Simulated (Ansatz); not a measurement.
Computed with Ansatz on PBE0-D4/def2-TZVP structures; ΔE is electronic, products minus reactants. CCSD(T)/CBS adds triple-zeta CCSD(T) − MP2 to the extrapolated MP2 energy (def2 sets, frozen cores). This one scheme is used for every species. DFT in def2-TZVPP. B3LYP here is the variant with VWN-RPA as its local correlation; programs differ in this. def2 core potentials past Kr. For Te outer-core shells are correlated without core-valence functions, which leaves a few kJ/mol of doubt a bond.

Consider the formal exchange of groups at a Te–C bond: `CC([SiH3])[TeH]` + `C#C` → `C#C[TeH]` + `CC[SiH3]`.

(1) Is it downhill or uphill in electronic energy at CCSD(T)/CBS, and by how much? (An estimate is asked.)

(2) What do these levels give: PBE-D4, PBE0-D4, ωB97X-V, B2PLYP, PBE, r2SCAN, PBE0, B3LYP, MP2/def2-TZVPP, MP2/def2-QZVPP, HF/CBS(def2), MP2/CBS(def2)? (Best estimate.)

Largest T1 diagnostic among the species: 0.013.

Answers

(1) The calculation gave: Nearly level: ΔE = +0.01 eV.

(2) Computed: PBE-D4 -0.09, PBE0-D4 -0.09, ωB97X-V -0.10, B2PLYP -0.13, PBE -0.16, r2SCAN -0.12, PBE0 -0.15, B3LYP -0.19, MP2/def2-TZVPP -0.02, MP2/def2-QZVPP 0.01, HF/CBS(def2) -0.20, MP2/CBS(def2) 0.04 eV.

In def2-TZVPP, CCSD(T) changes the Hartree–Fock value by +0.14 eV (the triples alone add +0.02 eV) and MP2 by +0.17 eV. The D4 term adds +0.11 eV with B3LYP and +0.06 eV with PBE0; it sums over pairs of atoms, weighted by their polarisabilities, and B3LYP, whose exchange is more repulsive, gets the larger term.
